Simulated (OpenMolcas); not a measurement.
Ionisation energies of nitrogen

```json
{
 "Program": "OpenMolcas",
 "Basis": "ANO-R2 [4s4p2d1f]",
 "Scalar Hamiltonian": "X2C, finite nucleus",
 "Spin-orbit coupling": "state interaction with AMFI integrals over the reference wave functions, term energies averaged over their components"
}
```

Active shells in each charge state: the valence s, p shells, with orbitals averaged over the low states. Where CASPT2's correlated closed shells are named, they are those of the first ion.

A. CASSCF
B. SS-CASPT2, IPEA 0.25 Eh, imaginary shift 0.1 Eh (closed shells correlated: 1s)
C. SS-CASPT2, IPEA 0 Eh, imaginary shift 0.1 Eh (closed shells correlated: 1s)
D. SS-CASPT2, IPEA 0.25 Eh, imaginary shift 0.1 Eh (closed shells correlated: none)

Energies in eV between the lowest computed levels, named as in B; reference values from the NIST Atomic Spectra Database with their kind.

| From | To | A | B | C | D | Spin-orbit share in B | Reference |
| --- | --- | --- | --- | --- | --- | --- | --- |
| N+ 2s2 2p2 3P0 | N2+ 2s2 2p 2P* 1/2 | 28.433 | 29.378 | 29.449 | 29.345 | -0.002 | 29.601 (semi-empirical) |
| N2+ 2s2 2p 2P* 1/2 | N3+ 2s2 1S0 | 46.190 | 47.135 | 47.197 | 47.093 | +0.013 | 47.445 (semi-empirical) |
| N3+ 2s2 1S0 | N4+ 2s 2S 1/2 | 77.354 | 77.400 | 77.400 | 77.405 | +0.000 | 77.474 (measured) |
| N4+ 2s 2S 1/2 | N5+ 1s2 1S0 | 97.754 | 97.805 | 97.805 | 97.754 | +0.000 | 97.890 (measured) |

Steps that some method lacks are left out, and so are those with a state whose active s or d shell is doubly occupied in every root (s and p with five to eight electrons, d10) over a frozen core shell of the same l, since the two then mix freely.

Error against the reference values, in %:

| From | Reference | A | B | C | D |
| --- | --- | --- | --- | --- | --- |
| N+ | semi-empirical | -3.9 | -0.8 | -0.5 | -0.9 |
| N2+ | semi-empirical | -2.6 | -0.7 | -0.5 | -0.7 |
| N3+ | measured | -0.2 | -0.1 | -0.1 | -0.1 |
| N4+ | measured | -0.1 | -0.1 | -0.1 | -0.1 |

Mean absolute error over the 2 measured values: A 0.13 eV, B 0.08 eV, C 0.08 eV, D 0.10 eV.

* marks odd parity.
